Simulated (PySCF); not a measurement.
Work out the structure from these simulated measurements.

Formula: C7H4ClFO.

- 13C NMR: chemical shifts (computed TMS as zero) by class: 178.1 (1 C), 175.2 (1 C), 142.4 (2 C), 132.3 (1 C), 121.8 (2 C) ppm [GIAO PBE0/pcSseg-1]
- Dipole: 2.52 D [PBE0/def2-SVPD]
- Triplet: lowest triplet excitation (Tamm–Dancoff): 3.59 eV [TDA PBE0/def2-SVPD]
- Rotational structure: rotational constants A, B, C: 3.087, 0.618, 0.515 GHz [GFN2-xTB]
- UV, first state: lowest singlet excitation: 4.53 eV (274 nm, f = 0.000) [TDDFT PBE0/def2-SVPD]
- Polarisability: 98.6 au [PBE0/def2-SVPD]
- NMR, other nuclei: isotropic shieldings of nuclei other than C and H, by class: -224 (1 O), 271 (1 F), 547 (1 Cl) ppm [GIAO PBE0/pcSseg-1]
- 1H NMR: chemical shifts (computed TMS as zero) by class: 8.68 (2 H), 7.46 (2 H) ppm [GIAO PBE0/pcSseg-1]

Electronic properties: PySCF, gas phase, density fitting. Levels stand in brackets. Isolated species at its GFN2-xTB geometry (one conformer only). Each NMR value is the plain mean over a class of atoms that symmetry, rotation or inversion makes alike.

Question: Propose a structure and show how it fits.

Answer: Numbering: `[O:1]=[C:2]([Cl:3])[c:4]1[cH:5][cH:6][c:7]([F:8])[cH:9][cH:10]1`. Its formula, C7H4ClFO, gives 5 degrees of unsaturation: 1 ring and 4 π bonds in the structure found (Kekulé form). 7 carbons fall into 5 classes; from least to most shielded: aromatic C–F carbon [C7] (178.1 ppm), acyl halide carbon [C2] (175.2 ppm), aromatic CH carbon [C5/C10] (142.4 ppm, 2 C, up to 3.1 ppm apart in this geometry), substituted aromatic carbon [C4] (132.3 ppm), aromatic CH carbon [C6/C9] (121.8 ppm, 2 C). Hydrogen classes from least to most shielded: 2 H on 2 aromatic CH carbons, C5/C10 (8.68 ppm), 2 H on 2 aromatic CH carbons, C6/C9 (7.46 ppm). The other shieldings belong to: -224 ppm, carbonyl oxygen [O1]; 271 ppm, aryl fluorine [F8]; 547 ppm, chlorine bonded to C [Cl3]. S1 is mainly HOMO−2→LUMO (weight 0.94); the largest Löwdin shares of the orbital it empties are 0.54 on the carbonyl oxygen, 0.31 on the chlorine bonded to C, 0.06 on the acyl halide carbon and 0.04 on the substituted aromatic carbon, of the orbital it fills 0.21 on the acyl halide carbon, 0.18 on the carbonyl oxygen, 0.12 on the aromatic C–F carbon and 0.10 on the substituted aromatic carbon. The optimised geometry has point group Cs and is an asymmetric top. Structure: 4-fluorobenzoyl chloride (`O=C(Cl)c1ccc(F)cc1`). Computed isomers that give other values at the same levels: `O=C(Cl)c1ccccc1F` (13C chemical shifts (computed TMS as zero) by class: 173.9 (1 C), 173.4 (1 C), 143.8 (1 C), 140.8 (1 C), 129.4 (1 C), 124.5 (1 C), 124.2 (1 C) ppm); `O=C(Cl)c1cccc(F)c1` (13C chemical shifts (computed TMS as zero) by class: 176.1 (1 C), 172.6 (1 C), 138.7 (1 C), 135.8 (1 C), 133.0 (1 C), 129.4 (1 C), 127.9 (1 C) ppm); `O=C(F)c1ccc(Cl)cc1` (13C chemical shifts (computed TMS as zero) by class: 165.1 (1 C), 155.0 (1 C), 140.4 (2 C), 135.5 (2 C), 127.7 (1 C) ppm). The assignments are read from this structure; whether some other isomer fits the data as well wasn't checked.

Shape of the structure used: `[O:1]=[C:2]([Cl:3])[c:4]1[cH:5][cH:6][c:7]([F:8])[cH:9][cH:10]1`: O1–C2–C4–C5 180°.
